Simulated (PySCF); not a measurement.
**An isoelectronic set: 63 electrons**

PBE in PySCF with def2-TZVPPD on every atom (core potentials on In, Sb), for the lowest determinant that a PBE0 search found; no spin–orbit coupling. All have 63 electrons, 7 of them in the valence shells, and the same state, a quartet (σ ↑, π ↑↑). For ions De leads to the atom and ion picked by measured ionisation energies and electron affinities.

```tsv
species	difference of nuclear charges	Re (Å)	ωe (cm⁻¹)	k (mdyn/Å)	De (eV)	dissociates to
Ge₂⁺	0	2.444	242	1.28	3.61	Ge⁺ + Ge
GaAs⁺	2	2.697	130	0.359	0.81	Ga⁺ + As
InP⁺	34	2.878	127	0.233	0.51	In⁺ + P
AlSb⁺	38	2.795	193	0.485	1.09	Al⁺ + Sb
```

Question: Which member of the whole set has the stiffest bond, and how does it compare with the softest?

Answer: Ge₂⁺ with k = 1.28 mdyn/Å, 5.5 times that of InP⁺.

Spin–orbit coupling is left out, which matters for elements this heavy, above all for dissociation energies. For an ion De counts to the pair picked by the measured ionisation energies or electron affinities, which need not be the lowest pair at this level. States were picked by a PBE0 search and need not be the measured ground states.
